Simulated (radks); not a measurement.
Question: All-electron atom: La5+ in [Kr] 4d10 5s2 5p4 (the NIST ground configuration). Method: scalar-relativistic Kohn-Sham, r2SCAN, spin-polarised, spherical densities, finite nucleus; open shells are filled with parallel spins first (spin-orbit coupling, left out, can overturn this in heavy ions); meta-GGA in the generalised Kohn-Sham scheme; Fermi nuclear charge, rms radius 4.855 fm; computed with a radial shooting solver on a logarithmic mesh with Libxc functionals. Some entries of the table are withheld. Estimate them.

orbital  occ.  eigenvalue (hartree)  <r> (bohr)
1s up       1             -1428.384     0.02507
1s down     1             -1428.375     0.02507
2s up       1             -229.7523      0.1074
2s down     1             -229.7508      0.1074
2p up       3             -206.0103     0.09425
2p down     3             -206.0047     0.09426
3s up       1             -50.95957      0.2846
3s down     1             -50.95552      0.2846
3p up       3             -43.33334      0.2828
3p down     3             -43.32766      0.2828
3d up       5             -32.38772      0.2599
3d down     5             -32.38161      0.2599
4s up       1             -11.95146      0.6538
4s down     1             -11.93892      0.6541
4p up       3              -9.45302      0.6921
4p down     3              -9.44138      0.6920
4d up       5              -5.82486      0.7651
4d down     5              -5.80945      0.7630
5s up       1              -3.30580       1.498
5s down     1              -3.20308       1.497
5p up       3              -2.62212         (1)
5p down     1              -2.51967         (2)

Answer: 
(1) 5p up <r> (bohr): 1.660
(2) 5p down <r> (bohr): 1.666
